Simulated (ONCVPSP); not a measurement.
Before and after: ONCV potential for palladium (Pd)

Pd (Z = 46), optimised norm-conserving Vanderbilt (ONCV), made with ONCVPSP 4.0.1 (revPBE, fully relativistic). Core [Ar] 3d10, reference 4s2 4p6 4d10. Waves: 4s: rc 1.30 bohr, ncon 4, nbas 7, qcut 7.1 1/bohr, 2 projectors, debl 3.8 Ha; 4p: rc 1.50 bohr, ncon 3, nbas 7, qcut 11.2 1/bohr, 1 projector; 4d: rc 1.55 bohr, ncon 4, nbas 8, qcut 10 1/bohr, 1 projector. Local part: polynomial inside 0.90 bohr (lpopt 4, dvloc0 1 Ha). Core correction: polynomial model core, fcfact 0.6.

Open shells are filled in proportion to 2j + 1.

Change: s: qcut 6.5.

Cutoffs: the cutoffs (Ha) at which the residual kinetic energy of the hardest occupied pseudo-wave falls to 1 and 0.1 mHa per electron; they do not see the model core or the augmentation charge, which bear on the density cutoff. Errors are all-electron minus pseudo energies relative to the spin-unpolarised reference configuration.

Task: Predict the effect on cutoff, ghosts and configuration errors.

Result: The potential gets harder (36 Ha and 71 Ha → 58 Ha and 75 Ha); the errors of the 3 common tests hardly move; neither file shows a bound ghost.

| quantity | base | changed |
| --- | --- | --- |
| cutoff, loose | 36 Ha | 58 Ha |
| cutoff, tight | 71 Ha | 75 Ha |
| loose cutoff by channel | s 32 Ha, p 36 Ha, d 31 Ha | s 58 Ha, p 36 Ha, d 31 Ha |
| bound ghosts | none | none |
| GHOST(+) flags under 300 eV | s at 289.7 eV | s at 282.8 eV |
| tests with a reliable result | 3 of 4 | 3 of 4 |
| error for 4s2 4p6 4d9, meV [ΔE 9.03 eV] | +0.5 | +0.5 |
| error for 4s2 4p6 4d8, meV [ΔE 29.76 eV] | +3.9 | +3.8 |
| error for 4s2 4p5 4d10, meV [ΔE 57.18 eV] | -11 | -10 |
| s: phases at 1.32 bohr within 0.05 rad from the reference energy up to (Ha; the scan ends near 5) | to the end of the scan | to the end of the scan |
| p3/2: phases at 1.52 bohr within 0.05 rad from the reference energy up to (Ha; the scan ends near 5) | 1.4 | 1.4 |
| p1/2: phases at 1.52 bohr within 0.05 rad from the reference energy up to (Ha; the scan ends near 5) | 1.2 | 1.2 |
| d5/2: phases at 1.57 bohr within 0.05 rad from the reference energy up to (Ha; the scan ends near 5) | 3.6 | 3.6 |
| d3/2: phases at 1.57 bohr within 0.05 rad from the reference energy up to (Ha; the scan ends near 5) | 3.7 | 3.7 |
| rms error of d²Exc/dni dnj with the model core, mHa | 4.94 | 4.73 |
